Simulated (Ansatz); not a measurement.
# Molecular dynamics, step by step

AgSO2 (charge +1), closed shell, PBE0-D4/def2-SVP (Ansatz 0.2.0). Settings (timestep in fs, temperature in K, friction in 1/fs; T counts 12 degrees of freedom, while the starting velocities carry no drift of the centre of mass, so T starts below the set value):

```yaml
hamiltonian: {xc: pbe0, dispersion: d4}
md: {n_steps: 60, timestep: 1.0, temperature: 300, ensemble: nvt_langevin, seed: 28, friction: 0.002, initial_velocities: maxwell_boltzmann}
```

Start:

Ag1  (0.221, -1.926, -1.119)
O2  (-0.078, 0.494, 1.605)
S3  (-0.126, 1.146, 0.344)
O4  (-0.016, 0.287, -0.830)
(Å)

```json
{"step": "0", "time (fs)": "0.00", "potential energy less the start (meV)": "0.0", "kinetic energy (meV)": "116.3", "T (K)": "225"}
{"step": "4", "time (fs)": "4.00", "potential energy less the start (meV)": "37.6", "kinetic energy (meV)": "93.6", "T (K)": "181"}
{"step": "8", "time (fs)": "8.00", "potential energy less the start (meV)": "-9.8", "kinetic energy (meV)": "155.0", "T (K)": "300"}
{"step": "12", "time (fs)": "12.00", "potential energy less the start (meV)": "10.9", "kinetic energy (meV)": "137.6", "T (K)": "266"}
{"step": "16", "time (fs)": "16.00", "potential energy less the start (meV)": "74.3", "kinetic energy (meV)": "86.9", "T (K)": "168"}
{"step": "20", "time (fs)": "20.00", "potential energy less the start (meV)": "41.3", "kinetic energy (meV)": "110.9", "T (K)": "214"}
{"step": "24", "time (fs)": "24.00", "potential energy less the start (meV)": "3.3", "kinetic energy (meV)": "135.2", "T (K)": "262"}
{"step": "28", "time (fs)": "28.00", "potential energy less the start (meV)": "64.3", "kinetic energy (meV)": "83.4", "T (K)": "161"}
{"step": "32", "time (fs)": "32.00", "potential energy less the start (meV)": "67.5", "kinetic energy (meV)": "87.2", "T (K)": "169"}
{"step": "36", "time (fs)": "36.00", "potential energy less the start (meV)": "17.5", "kinetic energy (meV)": "127.9", "T (K)": "247"}
{"step": "40", "time (fs)": "40.00", "potential energy less the start (meV)": "55.4", "kinetic energy (meV)": "98.4", "T (K)": "190"}
{"step": "44", "time (fs)": "44.00", "potential energy less the start (meV)": "67.8", "kinetic energy (meV)": "81.3", "T (K)": "157"}
{"step": "48", "time (fs)": "48.00", "potential energy less the start (meV)": "3.6", "kinetic energy (meV)": "159.5", "T (K)": "308"}
{"step": "52", "time (fs)": "52.00", "potential energy less the start (meV)": "16.1", "kinetic energy (meV)": "146.2", "T (K)": "283"}
{"step": "56", "time (fs)": "56.00", "potential energy less the start (meV)": "50.7", "kinetic energy (meV)": "119.3", "T (K)": "231"}
{"step": "60", "time (fs)": "60.00", "potential energy less the start (meV)": "-9.9", "kinetic energy (meV)": "190.7", "T (K)": "369"}
```

Step 20, positions (Å) and forces (eV/Å):

```csv
atom,x,y,z,Fx,Fy,Fz
Ag1,0.226,-1.883,-1.122,0.091,-0.678,-0.114
O2,-0.035,0.412,1.656,-0.190,1.064,-2.176
S3,-0.152,1.093,0.346,0.163,-0.797,2.382
O4,-0.040,0.204,-0.832,-0.064,0.412,-0.092
```

Step 48, positions (Å) and forces (eV/Å):

```json
{"atom": "Ag1", "x": "0.223", "y": "-1.856", "z": "-1.123", "Fx": "0.090", "Fy": "-0.603", "Fz": "-0.144"}
{"atom": "O2", "x": "0.032", "y": "0.297", "z": "1.666", "Fx": "-0.098", "Fy": "0.256", "Fz": "-0.948"}
{"atom": "S3", "x": "-0.173", "y": "1.029", "z": "0.425", "Fx": "0.029", "Fy": "-0.154", "Fz": "0.477"}
{"atom": "O4", "x": "-0.143", "y": "0.229", "z": "-0.836", "Fx": "-0.022", "Fy": "0.502", "Fz": "0.616"}
```

Step 52, positions (Å) and forces (eV/Å):

| atom | x | y | z | Fx | Fy | Fz |
| --- | --- | --- | --- | --- | --- | --- |
| Ag1 | 0.221 | -1.858 | -1.123 | 0.049 | -0.377 | -0.130 |
| O2 | 0.038 | 0.289 | 1.642 | 0.342 | -1.300 | 1.517 |
| S3 | -0.174 | 1.018 | 0.447 | -0.436 | 1.639 | -1.752 |
| O4 | -0.160 | 0.257 | -0.832 | 0.044 | 0.039 | 0.366 |

Last step (60):

```
4
angstrom
Ag 0.2189 -1.8631 -1.1254
O 0.0625 0.2359 1.6331
S -0.1851 1.0217 0.4656
O -0.1900 0.3155 -0.8236
```

Hardware: 4 CPU threads of an Arm Neoverse V1, shared host. Wall time about 58 s.
